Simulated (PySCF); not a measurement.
**Pb⁺: ionisation energy**

Pb⁺ [Xe] 4f14 5d10 6s2 6p1 (2P) → Pb²⁺ [Xe] 4f14 5d10 6s2 (1S), as a difference of total energies. All numbers are calculated (PySCF 2.14, scalar relativity through the core potential, in def2-QZVPPD with the def2 core potential (60 electrons)). Correlated levels: valence: 5s2 5p6 5d10 frozen. The calculations carry no spin-orbit coupling.

| method | ionisation energy (eV) |
| --- | --- |
| UHF | 13.211 |
| MP2 (valence) | 13.422 |
| SCS-MP2 (valence) | 13.411 |
| CCSD (valence) | 13.466 |
| CCSD(T) (valence) | 13.479 |

Problem. How much does correlation contribute at CCSD(T) (valence)?

Solution. 13.479 − (13.211) = 0.268 eV, measured against UHF.

Errors of the correlated levels include the incompleteness of this basis and the frozen core.

For comparison: 13.869 eV (measured; NIST levels, between the centres of gravity of the two terms).
